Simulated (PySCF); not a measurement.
Sn(Cl)(SH)3 (ClH3S3Sn), SMILES [SH][Sn]([SH])([SH])[Cl]. Heavy atoms are numbered as in [SH:1][Sn:2]([SH:3])([SH:4])[Cl:5]. Hydrogens are named by the atom that carries them.

Geometry: B3LYP-D3(BJ)/def2-SVP. The structure was generated by enumeration; whether it is a known compound was not checked. The def2 effective core potentials stand for the cores of Sn; spin–orbit coupling is left out. Other conformers were not sampled.

These are r2SCAN/def2-TZVP (PySCF) values and carry that method's errors.

ESP charges are fitted to the potential on shells at 1.4 to 2.0 van der Waals radii. Atomic charges (e), one atom of each kind:

```json
[
 {"atom": "S1 (SH)", "ESP fit": "-0.19", "Löwdin": "[?]"},
 {"atom": "Sn2", "ESP fit": "0.27", "Löwdin": "[?]"},
 {"atom": "Cl5", "ESP fit": "-0.14", "Löwdin": "[?]"},
 {"atom": "H on S1", "ESP fit": "0.15", "Löwdin": "[?]"}
]
```

Task: What belongs in the gaps? (An estimate is asked for; the answer gives what the named calculation found.)

Result: 
- S1 (SH), Löwdin: 0.04
- Sn2, Löwdin: -0.33
- Cl5, Löwdin: 0.03
- H on S1, Löwdin: 0.06
